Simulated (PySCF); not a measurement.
P$_{2}$, charge -1, doublet, at a GFN2-xTB geometry (a state made from the parent by changing its charge; the spin is typed, not shown lowest) (in this run its highest filled SCF level lies above zero, so its values depend strongly on the basis, on diffuse functions most of all). Base run: PySCF with M06/def2-SV(P).

Input for PySCF:
```python
from pyscf import gto, scf, dft

mol = gto.M(
    atom='''
P    -0.00000000   -0.00000000   -0.99122351
P     0.00000000    0.00000000    0.99122351
''',
    basis='def2-sv(p)',
    charge=-1,
    spin=1,
    verbose=4,
)

mf = dft.UKS(mol)
mf.xc = 'm06'
mf.kernel()
```

The base run was repeated with changes; each row names its change, and settings that it needs were set with it.

| change | ΔE vs base (mEh) | grid points | electrons on the grid |
|---|---|---|---|
| base | 0.000 | 38360 | 31.00000 |
| grids.atom_grid = (75, 302) | 0.017 | 27736 | 31.00001 |
| grids.level = 4 | 0.002 | 58152 | 31.00000 |
| small_rho_cutoff = 0 | 0.000 | 38360 | 31.00000 |
| grids.becke_scheme = stratmann | -0.004 | 38360 | 31.00000 |
| grids.atom_grid = (30, 110) | 3.666 | 4920 | 31.00012 |
| grids.level = 1 | 1.334 | 12824 | 30.99999 |
| grids.level = 2 | 0.027 | 23856 | 31.00001 |
| grids.radi_method = gauss_chebyshev | -0.019 | 37112 | 31.00000 |
| grids.level = 5 | 0.008 | 87176 | 31.00000 |
| grids.level = 0 | -52.661 | 3248 | 30.98641 |

Open shells are given as the SCF converged; they aren't shown to be the lowest states, and a large step between rows can be another state.
